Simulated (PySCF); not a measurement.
TlI, SMILES [I][Tl].

Geometry: B3LYP-D3(BJ)/def2-TZVP. The def2 effective core potentials stand for the cores of I, Tl; spin–orbit coupling is left out.

The numbers are results of B3LYP-D3(BJ)/def2-TZVP (PySCF 2.14.0), not measurements.

Frequencies are harmonic and unscaled.

Computed vibrational spectrum:
```
mode  ν (cm⁻¹)  IR (km/mol)  Raman (Å⁴/amu)  depolarisation  moving atoms (share of kinetic energy)
----  --------  -----------  --------------  --------------  --------------------------------------
1          142         22.3             6.6            0.30                         I 62 %, Tl 38 %
```
